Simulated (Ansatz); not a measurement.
Reactions of `C[CH](C)[Ge][F]`.

Computed with Ansatz on PBE0-D4/def2-TZVP structures; ΔE is electronic, products minus reactants. CBS: MP2 limit from def2 TZ/QZ plus the TZ coupled-cluster correction, frozen cores. This one scheme is used for every species. Functionals use def2-TZVPP. def2 core potentials past Kr. For Br, Ge, Se, Sn outer-core shells are correlated without core-valence functions, which leaves a few kJ/mol of doubt a bond. Scalar relativity is left out up to krypton. One conformer a species, not always the lowest.

```json
{"reaction": "`C[CH](C)[Ge][F]` + `C[SiH2][Se]C` → `CC[Se][SiH2]C` + `C[CH2][Ge][F]`", "MP2/CBS(def2) (kcal/mol)": "-0.9", "PBE0-D4 (kcal/mol)": "-1.2", "HF/CBS(def2) (kcal/mol)": "-1.8", "CCSD(T)/CBS(def2) (kcal/mol)": "-0.9"}
{"reaction": "`C[CH](C)[Ge][F]` + `SBS` → `CSBS` + `C[CH2][Ge][F]`", "MP2/CBS(def2) (kcal/mol)": "1.6", "PBE0-D4 (kcal/mol)": "0.8", "HF/CBS(def2) (kcal/mol)": "0.3", "CCSD(T)/CBS(def2) (kcal/mol)": "1.7"}
{"reaction": "`C[CH](C)[Ge][F]` + `[OH][Sn][F]` → `CC(C)[O][Sn][F]` + `[F][GeH]`", "MP2/CBS(def2) (kcal/mol)": "16.2", "PBE0-D4 (kcal/mol)": "12.6", "HF/CBS(def2) (kcal/mol)": "8.9", "CCSD(T)/CBS(def2) (kcal/mol)": "14.0"}
{"reaction": "`C[CH](C)[Ge][F]` + H₂S → `[F][Ge][SH]` + propane", "MP2/CBS(def2) (kcal/mol)": "-30.3", "PBE0-D4 (kcal/mol)": "-32.3", "HF/CBS(def2) (kcal/mol)": "-33.5", "CCSD(T)/CBS(def2) (kcal/mol)": "-29.9"}
{"reaction": "`C[CH](C)[Ge][F]` + CH₃SH → `C[S][Ge][F]` + propane", "MP2/CBS(def2) (kcal/mol)": "-31.1", "PBE0-D4 (kcal/mol)": "-32.9", "HF/CBS(def2) (kcal/mol)": "-31.6", "CCSD(T)/CBS(def2) (kcal/mol)": "-30.5"}
{"reaction": "`C[CH](C)[Ge][F]` → `[F][GeH]1[CH2]C[CH2]1`", "MP2/CBS(def2) (kcal/mol)": "-0.4", "PBE0-D4 (kcal/mol)": "0.8", "HF/CBS(def2) (kcal/mol)": "3.1", "CCSD(T)/CBS(def2) (kcal/mol)": "1.9"}
{"reaction": "`C[CH](C)[Ge][F]` → `[F][GeH]` + propene", "MP2/CBS(def2) (kcal/mol)": "36.3", "PBE0-D4 (kcal/mol)": "34.5", "HF/CBS(def2) (kcal/mol)": "20.7", "CCSD(T)/CBS(def2) (kcal/mol)": "32.7"}
{"reaction": "`C[CH](C)[Ge][F]` + HBr → `[F][Ge][Br]` + propane", "MP2/CBS(def2) (kcal/mol)": "-38.6", "PBE0-D4 (kcal/mol)": "-40.4", "HF/CBS(def2) (kcal/mol)": "-44.2", "CCSD(T)/CBS(def2) (kcal/mol)": "-38.0"}
{"reaction": "`C[CH](C)[Ge][F]` + H₂ → `C[CH](C)[GeH]` + H–F", "MP2/CBS(def2) (kcal/mol)": "24.9", "PBE0-D4 (kcal/mol)": "23.5", "HF/CBS(def2) (kcal/mol)": "22.7", "CCSD(T)/CBS(def2) (kcal/mol)": "23.7"}
{"reaction": "`C[CH](C)[Ge][F]` + HCl → `[F][Ge][Cl]` + propane", "MP2/CBS(def2) (kcal/mol)": "-36.8", "PBE0-D4 (kcal/mol)": "-38.5", "HF/CBS(def2) (kcal/mol)": "-42.9", "CCSD(T)/CBS(def2) (kcal/mol)": "-36.3"}
```

Largest T1 diagnostic: 0.018, for `[OH][Sn][F]`.
